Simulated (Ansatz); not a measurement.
```xyz
14

C     1.904    0.833   -0.372
Al    0.148   -0.009   -0.191
C    -0.127   -1.947   -0.118
C    -1.433    1.154   -0.217
S    -1.229    1.062    1.628
H     2.276    0.742   -1.398
H     1.878    1.899   -0.132
H     2.649    0.364    0.277
H     0.139   -2.407   -1.076
H     0.501   -2.421    0.642
H    -1.166   -2.222    0.090
H    -2.449    0.878   -0.486
H    -1.268    2.206   -0.455
H    -1.823   -0.130    1.807
```

Charge 0, multiplicity 1.

**Question.** List the r2SCAN/def2-TZVPP orbital energies in eV (the Gaussian-basis code of Ansatz). (Estimate.)

**Answer.** The calculation gave: Occupied: -2409.82, -1515.90, -273.27, -271.97, -271.90, -214.21, -158.29, -158.20, -158.08, -109.44, -69.78, -69.58, -69.53, -20.54, -17.34, -17.12, -16.35, -11.70, -10.50, -9.83, -9.67, -9.63, -9.46, -9.41, -8.61, -7.34, -6.50, -5.88. Lowest empty: -0.62, 0.11, 0.39, 0.75, 1.67, 2.01, 2.19, 2.62.
